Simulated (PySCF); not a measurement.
Compound: C3H5F3S2.
SMILES with atom numbers: `[CH3:1][S:2][CH2:3][S:4][C:5]([F:6])([F:7])[F:8]` (hydrogens: H9, H10, H11 on C1; H12, H13 on C3)

Structure optimised with GFN2-xTB, isolated species.

Q: Give the optimised bond lengths and angles.

A: 
```tsv
bond	length (pm)
C1–S2	181.2
S2–C3	180.5
C3–S4	183.8
S4–C5	182.5
C5–F6, C5–F7, C5–F8	133.1
C1–H9, C1–H10, C1–H11	108.6
C3–H12, C3–H13	108.7
```

Bonds in one row agree within 1 pm and their mean is given. A selection of angles:
```tsv
angle	degrees
S2–C1–H9	109.0
S2–C1–H10	106.7
H9–C1–H10	110.2
H9–C1–H11	110.9
C1–S2–C3	98.7
S2–C3–S4	115.0
S2–C3–H12	108.1
S2–C3–H13	110.0
S4–C3–H12	108.6
S4–C3–H13	104.4
H12–C3–H13	110.7
C3–S4–C5	98.9
S4–C5–F6	109.5
S4–C5–F7	112.7
S4–C5–F8	111.8
F6–C5–F7	107.7
```

Torsions: C1–S2–C3–S4 -69° (synclinal); S2–C3–S4–C5 -73° (synclinal); C3–S4–C5–F6 -167° (antiperiplanar). The mirror-image conformer, all signs reversed, is as good.

S2 (sulfide sulfur) is bent (angle 98.7°). The C–S distances run from 1.805 Å (S2–C3, drawn single) to 1.838 Å (C3–S4, drawn single), a spread of 0.033 Å. Of the pairs four or more bonds apart, F8···H12 is among the closest relative to their van der Waals radii: 2.44 Å, 91 % of the sum of Bondi's values.

Point group: C1 (no symmetry element, even within 0.4 Å). GFN2-xTB frequencies: not computed here. One conformer, not necessarily the lowest.
